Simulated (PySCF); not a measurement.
GeH₇NSi₂, SMILES [NH]1[SiH2][SiH2][GeH2]1.

Coordinates come from a PBE0-D3(BJ)/def2-SVP optimisation. This is a generated structure with no PubChem entry under its InChIKey; it may be hypothetical.

Method: B3LYP/def2-TZVP in PySCF.

Computed frontier levels, gap, dipole moment and polarisability:
highest occupied level: -6.95 eV
lowest empty level: -0.79 eV
orbital gap: 6.16 eV
dipole moment: 0.54 D
quadrupole, principal values (traceless, Buckingham form, about the centre of nuclear charge): -2.97, -2.14, 5.11 D·Å
mean static polarisability: 94.4 bohr³ (13.98 Å³)
polarisability, principal values: 78.8, 96.3, 108.0 bohr³
